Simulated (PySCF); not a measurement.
Point-charge models of `C=Cc1pcoc1C(C)C` against its computed dipole.

Coordinates (GFN2-xTB, Å) and charges (e) from the PBE0/pcSseg-1 density (PySCF):

```csv
atom,x,y,z,Mulliken,IAO,Hirshfeld,ESP-fitted
C1,3.470,-0.029,0.628,-0.1431,-0.3180,-0.1063,-0.2712
C2,2.166,-0.261,0.542,-0.1365,-0.1327,-0.0549,-0.3275
C3,1.249,0.568,-0.210,-0.5539,-0.2626,-0.0928,+0.0839
P4,1.739,2.022,-1.130,+0.4021,+0.2750,+0.0459,-0.1300
C5,0.100,2.201,-1.559,-0.1376,-0.2159,-0.0473,-0.1232
O6,-0.740,1.280,-1.075,-0.3599,-0.2122,-0.0362,-0.1585
C7,-0.105,0.369,-0.325,+0.3502,+0.1804,+0.0779,+0.1316
C8,-0.973,-0.700,0.273,-0.3252,-0.1035,-0.0194,+0.2909
C9,-1.913,-0.079,1.311,-0.1991,-0.4167,-0.1193,-0.4283
C10,-1.767,-1.404,-0.829,-0.1987,-0.4174,-0.1204,-0.4856
H11,3.920,0.813,0.127,+0.1277,+0.1473,+0.0369,+0.1655
H12,4.127,-0.666,1.195,+0.1135,+0.1548,+0.0478,+0.1455
H13,1.734,-1.111,1.054,+0.1007,+0.1425,+0.0446,+0.1852
H14,-0.357,2.959,-2.170,+0.1225,+0.1771,+0.0548,+0.1934
H15,-0.331,-1.431,0.771,+0.1319,+0.1398,+0.0463,+0.0171
H16,-1.342,0.394,2.107,+0.1226,+0.1456,+0.0403,+0.0981
H17,-2.549,-0.846,1.746,+0.1113,+0.1404,+0.0431,+0.1158
H18,-2.545,0.672,0.843,+0.1188,+0.1445,+0.0381,+0.1201
H19,-1.094,-1.860,-1.552,+0.1214,+0.1454,+0.0405,+0.1121
H20,-2.403,-0.691,-1.348,+0.1210,+0.1456,+0.0369,+0.1318
H21,-2.394,-2.182,-0.400,+0.1104,+0.1406,+0.0431,+0.1332
```

Compute μ = Σ q r for each scheme (1 e·Å = 4.803 D) and compare with the dipole of the full density.

The full density gives (-1.37, -1.11, 0.55) D, 1.85 D in size; dipole vectors point from the negative to the positive end.

```
    scheme     μx     μy     μz  size (D)  share of the full size (%)  angle to the full dipole (°)
  Mulliken   0.47   0.00   0.25      0.53                          29                           121
       IAO   0.47   0.01   0.11      0.49                          26                           132
 Hirshfeld  -0.78  -0.08  -0.07      0.79                          43                            40
ESP-fitted  -1.35  -1.08   0.53      1.81                          98                             1
```

Which set comes closest?

Length of the difference vector: ESP-fitted 0.05 D, Hirshfeld 1.34 D, Mulliken 2.17 D, IAO 2.20 D. Closest: ESP-fitted. The schemes that divide the density aren't constrained to reproduce the dipole.

What is left for the Hirshfeld atoms' own dipoles?

The shares of the density sum to the whole, so what Σ q r misses lies in dipoles about the nuclei. The atomic dipoles sum to (-1.37, -1.11, 0.55) − (-0.78, -0.08, -0.07) = (-0.59, -1.03, 0.62) D, 1.34 D in size.

With the origin at the mean of the coordinates, (0.000, 0.001, 0.000) Å, which are the largest single terms, by size, of the Hirshfeld dipole along the direction of the full one?

C1 +1.21, C10 -1.10, C9 -1.06, P4 -0.63, H21 +0.61 D; all 21 atoms together +0.61 D. The single terms depend on the origin, their sum doesn't.

Give the size of the full dipole in other units.

1.85 D = 0.728 au = 0.385 e·Å = 6.17 × 10⁻³⁰ C·m.

Isolated species at its GFN2-xTB geometry (one conformer only).

The values belong to the conformer `[CH2:1]=[CH:2][c:3]1[p:4][cH:5][o:6][c:7]1[CH:8]([CH3:9])[CH3:10]`: C1–C2–C3–P4 0°, O6–C7–C8–C9 -67°.
